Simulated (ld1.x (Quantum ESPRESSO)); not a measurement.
Transferability test, TM potential for Pm

Pm (Z = 61), norm-conserving Troullier–Martins (Kleinman–Bylander form), made with ld1.x (Quantum ESPRESSO) 7.5 (PBEsol, scalar-relativistic). Core [Kr] 4d10, reference 4f4 5s2 5p6 5d0 6s0 6p0 (charge +3). Waves: 5p (bound): rc 2.60 bohr; 5d (bound, empty): rc 1.95 bohr; 4f (bound): rc 1.45 bohr; 5s (bound): rc 2.05 bohr. Local part: the s channel. Core correction: none.

Energies are relative to the spin-unpolarised reference configuration 4f4 5s2 5p6 5d0 6s0 6p0; without spin polarisation the order of configurations can differ from experiment.

| valence configuration | charge | ΔE all-electron (eV) | error AE − PS (meV) |
| --- | --- | --- | --- |
| 4f5 5s2 5p6 5d0 6s2 6p0 | 0 | -39.968 | +682 |
| 4f5 5s2 5p6 5d0 6s1 6p0 | +1 | -34.077 | +508 |
| 4f5 5s2 5p5 5d0 6s2 6p0 | +1 | -12.432 | +1298 |
| 4f5 5s2 5p6 5d0 6s0 6p2 | 0 | -35.055 | +107 |
| 4f5 5s1 5p6 5d0 6s2 6p0 | +1 | 7.292 | +1463 |
| 4f5 5s2 5p6 5d1 6s0 6p0 | +1 | -32.879 | +128 |

Q: What are ΔE and the potential's error for 4f5 5s2 5p6 5d0 6s0 6p0?

A: ΔE = -23.236 eV all-electron; the error (AE − PS) is +70 meV.

Levels in the configuration 4f5 5s2 5p6 5d0 6s2 6p0:

```csv
level,all-electron (eV),pseudo (eV)
4f,-2.189,-1.742
5s,-41.900,-41.284
5p,-22.683,-22.153
6s,-3.560,-3.648
```

ld1.x printed “convergence not achieved” for 7 of the counted tests; their residual had stalled under 1e-8, short of the target of 1e-14.
